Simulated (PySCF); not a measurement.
**Electron correlation in Ir (iridium, neutral)**

[Xe] 4f14 5d7 6s2, high-spin 4F determinant. Calculation: PySCF 2.14, in ANO-RCC-VTZP; scalar relativity by spin-free X2C-1e. Frozen: [Xe] 4f14; 9 electrons correlated.

```json
{"level": "CCSD", "correlation energy (mhartree)": "-230.87"}
{"level": "(T)", "correlation energy (mhartree)": "-10.10"}
{"level": "CCSD(T)", "correlation energy (mhartree)": "-240.97"}
```

Diagnostics: T1 = 0.021, D1 = 0.0760, largest double amplitude 0.084.

Question: Is a single reference adequate?

Answer: Mostly. T1 lies below 0.03, but a double amplitude of this size points to a near-degeneracy that CCSD handles and MP2 describes poorly.
